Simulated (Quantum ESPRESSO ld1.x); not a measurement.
ld1.x (Quantum ESPRESSO 7.5) input

```
 &input
    zed=33.0,
    iswitch=1,
    rel=1,
    lsd=1,
    dft='PZ',
    config='[Ar] 3d10 4s2 4p2 4p0.5',
    verbosity='high',
    prefix='ld1',
    max_out_wfc=37,
    file_charge='ld1.rho',
 /
```

Output (excerpt):

```
     Program LD1 v.7.5 starts

     --------------------------- All-electron run ----------------------------

     scalar relativistic calculation

     atomic number is 33.00
     dft =PZ   lsd =1 sic =0 latt =0  beta=0.20 tr2=1.0E-14
     Exchange-correlation= PZ
                           (   1   1   0   0   0   0   0)
     mesh =2013 r(mesh) =  99.43383 a.u. xmin = -8.00 dx = 0.00800
     1 Ry =  13.60569312 eV, c = 137.03599908

     n l     nl                  e(Ry)          e(Ha)          e(eV)
     1 0     1S 1( 1.00)    -860.186731297    -430.093365649 -11703.4366945
     2 0     2S 1( 1.00)    -109.434938129     -54.717469064  -1488.9381851
     2 1     2P 1( 3.00)     -96.106091442     -48.053045721  -1307.5899874
     3 0     3S 1( 1.00)     -14.266877731      -7.133438865   -194.1107602
     3 1     3P 1( 3.00)     -10.145241421      -5.072620710   -138.0330414
     3 2     3D 1( 5.00)      -3.346600948      -1.673300474    -45.5328255
     4 0     4S 1( 1.00)      -1.424852978      -0.712426489    -19.3861124
     4 1     4P 1( 2.00)      -0.710959719      -0.355479860     -9.6730998
     4 1     4P 2( 0.50)      -0.639304204      -0.319652102     -8.6981768
     1 0     1S 2( 1.00)    -860.181561864    -430.090780932 -11703.3663608
     2 0     2S 2( 1.00)    -109.432027688     -54.716013844  -1488.8985865
     2 1     2P 2( 3.00)     -96.101640423     -48.050820211  -1307.5294282
     3 0     3S 2( 1.00)     -14.260456105      -7.130228053   -194.0233896
     3 1     3P 2( 3.00)     -10.137741708      -5.068870854   -137.9310026
     3 2     3D 2( 5.00)      -3.334931713      -1.667465857    -45.3740575
     4 0     4S 2( 1.00)      -1.350386936      -0.675193468    -18.3729502

     final scf error:  4.7E-15 reached in  30 iterations

     Etot =   -4515.261139 Ry,   -2257.630569 Ha,  -61433.257422 eV
     Total magnetization:    1.50 Bohr mag.

     Ekin =    4600.571859 Ry,    2300.285930 Ha,   62593.968905 eV
     Encl =  -10879.364028 Ry,   -5439.682014 Ha, -148021.288332 eV
     Eh   =    1924.320058 Ry,     962.160029 Ha,   26181.708176 eV
     Exc  =    -160.789028 Ry,     -80.394514 Ha,   -2187.646171 eV
```

Run on one thread of a shared host, so times are rough (Intel(R) Xeon(R) Processor @ 2.60GHz): 0.52 s of CPU time, 1.8 s wall, 30 iterations on 2013 mesh points.
